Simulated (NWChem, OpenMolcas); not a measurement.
# CH4ClGa (SMILES [CH3][GaH][Cl]): the vertical energy of the triplet above the singlet from total energies

CH4ClGa: 7 atoms, total charge 0, spin state singlet. As SMILES, `[CH3][GaH][Cl]`. The coordinates come from a PBE0-D4/def2-TZVP relaxation.

Both states at this one shape; open shells run unrestricted unless said. 1 Eh = 27.2114 eV.

| level | program | singlet CH4ClGa (Eh) | triplet CH4ClGa (Eh) |
| --- | --- | --- | --- |
| PBE/def2-SVP | NWChem | -2424.651174 | -2424.479285 |
| r2SCAN/def2-SVP | OpenMolcas | -2425.136115 | -2424.959851 |
| B3LYP/6-31G* (Cartesian functions) | NWChem | -2425.392927 | -2425.209501 |

Question: Work out the vertical gap, second state less first, at each level.

Answer: 
1. PBE/def2-SVP: -2424.479285 − (-2424.651174) = 0.171889 Eh = 4.68 eV.
2. r2SCAN/def2-SVP: -2424.959851 − (-2425.136115) = 0.176264 Eh = 4.80 eV.
3. B3LYP/6-31G* (Cartesian functions): -2425.209501 − (-2425.392927) = 0.183426 Eh = 4.99 eV.

No measured value is set beside it here; the levels span 4.68 to 4.99 eV. All-electron rows are non-relativistic unless named.
